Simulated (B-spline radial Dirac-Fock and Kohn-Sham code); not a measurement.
Dipole and non-dipole photoemission parameters of As⁴⁺ 2p1/2

System: arsenic as As⁴⁺ in the configuration [Ar] 3d10 4s1; threshold 1418.7 eV (orbital energy of the model). Method: Dirac-Hartree-Slater photoionisation with a Latter tail; cross sections with all multipoles, angular parameters from the dipole term and its interference with E2. Computed with a radial atomic solver.

| hν (eV) | σ (kb) | β | γ | δ |
| --- | --- | --- | --- | --- |
| 1486.9 | 193 | 1.006 | -0.159 | 0.006 |
| 1970 | 92.8 | 1.406 | 0.050 | 0.020 |
| 2000 | 89.2 | 1.412 | 0.066 | 0.021 |
| 2340 | 58.7 | 1.444 | 0.232 | 0.027 |
| 2780 | 36.5 | 1.439 | 0.411 | 0.034 |
| 2880 | 33.0 | 1.435 | 0.447 | 0.036 |
| 2984.4 | ? | ? | ? | ? |
| 4000 | 12.8 | 1.363 | 0.770 | 0.054 |
| 4430 | 9.42 | 1.332 | 0.865 | 0.062 |
| 5550 | 4.75 | 1.250 | 1.065 | 0.082 |
| 6660 | 2.69 | 1.175 | 1.219 | 0.102 |
| 6740 | 2.59 | 1.170 | 1.229 | 0.103 |
| 12000 | 0.400 | 0.906 | 1.644 | 0.197 |
| 13200 | 0.291 | 0.861 | 1.704 | 0.217 |
| 15000 | 0.189 | 0.802 | 1.781 | 0.247 |

Problem. Give the values at Ag Lα (2984.4 eV).

Solution. σ = 29.9 kb, β = 1.431, γ = 0.483, δ = 0.038.
